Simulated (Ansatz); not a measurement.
One change: `CCOC` becomes `COC[SiH2]F`.

Ansatz, PBE0-D4/def2-TZVP geometries, multiplicity 1. Each molecule was computed in one conformer, which needn't be the lowest.

```
                                        property  `CCOC`
              LUMO energy (PBE0/def2-TZVPP) / eV    1.37
              HOMO energy (PBE0/def2-TZVPP) / eV   -7.36
           HOMO energy (ωB97M-V/def2-TZVPP) / eV   -9.78
size of the dipole moment (B3LYP/def2-TZVPP) / D    1.12
             HOMO energy (B3LYP/def2-TZVPP) / eV   -7.14
               LUMO energy (PBE/def2-TZVPP) / eV    0.55
```

Give the same properties after the change, and the shifts. (Best estimate.)

Computed: 
| property | `COC[SiH2]F` | shift |
| --- | --- | --- |
| LUMO energy (PBE0/def2-TZVPP) / eV | 0.29 | -1.08 |
| HOMO energy (PBE0/def2-TZVPP) / eV | -7.25 | 0.11 |
| HOMO energy (ωB97M-V/def2-TZVPP) / eV | -9.58 | 0.20 |
| size of the dipole moment (B3LYP/def2-TZVPP) / D | 2.35 | 1.23 |
| HOMO energy (B3LYP/def2-TZVPP) / eV | -7.03 | 0.11 |
| LUMO energy (PBE/def2-TZVPP) / eV | -0.59 | -1.14 |

With PBE0 the HOMO rises by 0.11 eV and the LUMO falls by 1.08 eV, so the gap narrows by about 1.19 eV. PBE moves the HOMO by 0.03 eV and ωB97M-V by 0.20 eV. Dipoles are sizes alone; their direction can turn.

B3LYP here is the variant with VWN-RPA as its local correlation; programs differ in this.
